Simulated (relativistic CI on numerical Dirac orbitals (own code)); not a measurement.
Hyperfine structure of In⁴²⁺, mass number 113

Computed by Dirac-Coulomb-Breit CI, orbitals from a KLI potential per configuration, model QED, unscaled Slater integrals (own radial code, finite nucleus).

CI space (outside the closed core 1s2): 2s2.2p3, 2s.2p4, 2p5, 2p4.3s, 2p4.3p, 2p4.3d, 2s2.2p2.3s, 2s2.2p2.3p, 2s2.2p2.3d, 2s.2p3.3s, 2s.2p3.3p, 2s.2p3.3d, 2s2.2p2.4s, 2s2.2p2.4p, 2s2.2p2.4d, 2s2.2p2.4f. Levels of other configurations are missing.

Nuclear spin I = 9/2, μ = 5.5208 μN, Q = 0.761 b (tables of Stone and Pyykkö). The electronic factors are computed for point nuclear moments, without core polarisation or the Bohr-Weisskopf and QED corrections.

```csv
Level,E (eV),A (GHz),B (GHz)
2s2.2p3 2D°_5/2,223.527,556.5,-0.894
2s2.2p3 2P°_1/2,250.207,1691,
2s.2p4 4P_5/2,395.687,1278,114
2s.2p4 2S_1/2,455.924,5128,
2s2.2p3 2P°_3/2,456.014,283.3,-340
2s.2p4 4P_3/2,620.174,1197,-244
2s.2p4 2D_5/2,649.801,1577,-431
2s.2p4 2P_1/2,680.886,-1477,
```

Levels with J = 0, under 50 % of one LS term, or S terms without an open s electron are left out. Small factors come from cancelling terms and can be off by tens of per cent or more.

At this charge energies of transitions that change n are usually good to better than 1 %, and those within a shell (Δn = 0) to a few per cent.

Q: Give the hyperfine levels of 2s2.2p3 2P°_1/2 relative to its centre of gravity.

A: With K = F(F + 1) − I(I + 1) − J(J + 1), E = AK/2: F = 4: -4650, F = 5: 3804 GHz.

LS names give the leading component of a level, which can be under half, so a name can repeat, a term be missing and a line seem to break the LS rules.
